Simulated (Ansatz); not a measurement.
Rb2Cl3⁻. Total charge -1; singlet. Geometry PBE0-D4/def2-SVPD, basis def2-TZVPD, Ansatz.

```xyz
5

Rb    2.8280    1.2506    0.2349
Rb   -2.8366   -1.2352   -0.2127
Cl    5.5766    2.4059    0.4176
Cl   -0.0206    0.0380    0.0484
Cl   -5.5474   -2.4593   -0.4882
```

| run | HOMO (eV) | LUMO (eV) |
| --- | --- | --- |
| A | -2.44 | 1.63 |
| B | -2.19 | 1.11 |
| C | -4.85 | 1.83 |
| D | -2.92 | 1.71 |
| E | -3.46 | 1.54 |

In the def2 sets Rb takes a core potential; there is no spin–orbit coupling. Another isomer (singlet) lies 0.18 eV lower at PBE0-D4/def2-TZVPD; other spin states weren't run for this one.

The runs used CAM-B3LYP, PBE, PBE0, r2SCAN, r2SCANh. Estimate which is which.

A r2SCAN (0 % exact exchange); B PBE (0 % exact exchange); C CAM-B3LYP (range-separated); D r2SCANh (10 % exact exchange); E PBE0 (25 % exact exchange). Exact exchange lowers occupied and raises empty levels; among semilocal functionals meta-GGAs tend to open the gap a little, and such runs are hard to tell apart. The gap grows from 3.30 eV (PBE) to 6.67 eV (CAM-B3LYP).
